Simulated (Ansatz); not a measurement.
Computed with Ansatz on PBE0-D4/def2-TZVP structures; ΔE is electronic, products minus reactants. CCSD(T)/CBS adds triple-zeta CCSD(T) − MP2 to the extrapolated MP2 energy (def2 sets, frozen cores). This one scheme is used for every species. DFT in def2-TZVPP. For Ge outer-core shells are correlated without core-valence functions, which leaves a few kJ/mol of doubt a bond. Scalar relativity is left out up to krypton. One conformer a species, not always the lowest.

Consider the formal exchange of groups at the Al–O bond: `C[O][AlH][GeH3]` + `C=C(C)C` → `[CH3][AlH][GeH3]` + `C=C(C)OC`.

```csv
level,ΔE (kJ/mol)
PBE-D4,127.1
SCS-MP2/def2-QZVPP,149.5
```

Task: What does CCSD(T)/CBS give? (An estimate is asked.)

Result: Ansatz gave: +143.3 kJ/mol. The listed levels differ from it by -16.2, 6.2 kJ/mol.

Largest T1 diagnostic among the species: 0.013.

In def2-TZVPP, CCSD(T) changes the Hartree–Fock value by −7.7 kJ/mol (the triples alone add −2.5 kJ/mol) and MP2 by −3.9 kJ/mol. From PBE to PBE0 (25 % exact exchange), in def2-TZVPP and without D4, ΔE moves by +3.6 kJ/mol.
